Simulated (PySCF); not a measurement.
# Which basis set comes closest?

Molecule: `CC(C)(C)S(=O)(=O)Cl`, C4H9ClO2S.

Molfile (atoms numbered from 1):
```
C4H9ClO2S
     RDKit          3D

 17 16  0  0  0  0  0  0  0  0999 V2000
    4.2906    2.7929    4.8586 C   0  0  0  0  0  0  0  0  0  0  0  0
    4.2455    3.3280    3.4374 C   0  0  0  0  0  0  0  0  0  0  0  0
    2.8980    3.0536    2.7668 C   0  0  0  0  0  0  0  0  0  0  0  0
    5.4086    2.8594    2.5794 C   0  0  0  0  0  0  0  0  0  0  0  0
    4.2962    5.1671    3.5187 S   0  0  0  0  0  6  0  0  0  0  0  0
    4.3711    5.7090    2.1765 O   0  0  0  0  0  0  0  0  0  0  0  0
    3.3053    5.6398    4.4643 O   0  0  0  0  0  0  0  0  0  0  0  0
    6.1805    5.5095    4.4190 Cl  0  0  0  0  0  0  0  0  0  0  0  0
    4.1987    1.6969    4.8215 H   0  0  0  0  0  0  0  0  0  0  0  0
    3.4634    3.1942    5.4599 H   0  0  0  0  0  0  0  0  0  0  0  0
    5.2400    3.0433    5.3516 H   0  0  0  0  0  0  0  0  0  0  0  0
    2.7714    1.9638    2.6822 H   0  0  0  0  0  0  0  0  0  0  0  0
    2.8571    3.4884    1.7584 H   0  0  0  0  0  0  0  0  0  0  0  0
    2.0657    3.4543    3.3624 H   0  0  0  0  0  0  0  0  0  0  0  0
    5.3379    1.7674    2.4616 H   0  0  0  0  0  0  0  0  0  0  0  0
    6.3740    3.0949    3.0477 H   0  0  0  0  0  0  0  0  0  0  0  0
    5.3773    3.3209    1.5827 H   0  0  0  0  0  0  0  0  0  0  0  0
  1  2  1  0
  2  3  1  0
  2  4  1  0
  2  5  1  0
  5  6  2  0
  5  7  2  0
  5  8  1  0
  1  9  1  0
  1 10  1  0
  1 11  1  0
  3 12  1  0
  3 13  1  0
  3 14  1  0
  4 15  1  0
  4 16  1  0
  4 17  1  0
M  END
```

Geometry PBE0-D3(BJ)/def2-SVP throughout; GIAO in PySCF 2.14.0 with density-fitted response routines, gas phase, one conformer, non-relativistic; equivalent atoms averaged; functional PBE0.

Reference values (measured; solution, not stated per compound (mostly CDCl3 or CCl4); Pretsch, Buehlmann, Badertscher, Structure Determination of Organic Compounds, 4th ed. (2009)): δ(C2) = 74.2 ppm, δ(C1/C3/C4) = 24.5 ppm. Computed shifts are taken against TMS, calculated as an isolated molecule at each level.

Problem. How do the basis sets STO-3G, 6-31G, 6-31G*, pcSseg-1, 6-311+G(2d,p) perform against the reference? Times are CPU seconds on 1 thread of an Arm Neoverse V1, shared host.

Solution. 
```csv
basis set,functions,C2,C1/C3/C4,mean abs. error C,core-s
STO-3G,57,58.8,24.7,7.8,7.3
6-31G,98,85.4,25.2,6.0,15
6-31G*,138,75.0,23.3,1.0,20
pcSseg-1,195,81.0,25.2,3.7,31
"6-311+G(2d,p)",286,81.9,24.5,3.9,58
```

For ¹³C the closest is 6-31G* (1.0 ppm) and the furthest STO-3G (7.8 ppm). Where a smaller basis beats a larger one, errors probably cancel. One molecule is a small sample, and vibrational and solvent effects are absent from the calculation.

A small basis that lands close on one nucleus may do so by chance; judge by the trend and by all nuclei.
